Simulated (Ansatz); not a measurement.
Basis-set extrapolation for C2H4AlFO (`[OH][Al]1[CH2][CH]1F`) (PBE0-D4/def2-TZVP geometry, frozen core, Ansatz 0.2.0). Multiplicity 1, RHF reference.

```tsv
	def2-TZVPP	def2-QZVPP
HF	-494.372261	-494.391040
MP2 correlation	-0.898346	-0.969823
CCSD(T) correlation	-0.955445	not run
```

Energies in hartree. Use E(X) = E(∞) + A·exp(−7.88·√X) for Hartree–Fock and E(X) = E(∞) + B·X^(−2.97) for correlation, with X = 3 and 4, and add CCSD(T) minus MP2 of the smaller set to the MP2 limit.

**Question.** What is the CCSD(T) energy at the basis-set limit?

**Answer.** HF limit: -494.391040 + (-0.018779) × 0.13774 = -494.39363. MP2 limit: -0.969823 + (-0.071477) × 0.74074 = -1.02277. Higher-order term: -0.955445 − (-0.898346) = -0.05710. Total: -495.47350 hartree, 91.5 kcal/mol below CCSD(T)/def2-TZVPP.
